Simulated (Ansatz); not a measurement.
`OB([SiH3])Cl` + H₂ → `OB[SiH3]` + HCl  (hydrogenolysis of a B–Cl bond)

Isolated molecules relaxed with PBE0-D4/def2-TZVP in Ansatz; ΔE leaves out vibrations. CBS: MP2 limit from def2 TZ/QZ plus the TZ coupled-cluster correction, frozen cores. This one scheme is used for every species. Functionals use def2-TZVPP. B3LYP here is the variant with VWN-RPA as its local correlation; programs differ in this. Each species was taken in one conformer, which may not be the lowest.

CCSD(T)/CBS gives +83.0 kJ/mol.

Task: Another level gave +83.5 kJ/mol. Which?
A. r2SCANh/def2-TZVPP
B. RPA@PBE/def2-TZVPP
C. B3LYP-D4/def2-TZVPP
D. CAM-B3LYP-D4/def2-TZVPP

Result: C. B3LYP-D4 83.5, r2SCANh 88.7, RPA@PBE/def2-TZVPP 74.7, CAM-B3LYP-D4 79.4 kJ/mol.

Largest T1 diagnostic among the species: 0.014.

From PBE to PBE0 (25 % exact exchange), in def2-TZVPP and without D4, ΔE moves by −3.2 kJ/mol. The D4 term adds +7.9 kJ/mol with B3LYP and +4.2 kJ/mol with PBE0; it sums over pairs of atoms, weighted by their polarisabilities, and B3LYP, whose exchange is more repulsive, gets the larger term. Leaving LDA and LC-ωPBE aside and taking each functional with its dispersion term where it has one, the values, not all of them listed here, spread over 12.4 kJ/mol, from CAM-B3LYP-D4 to revPBE-D4. LDA lies +5.9 kJ/mol from PBE without D4.
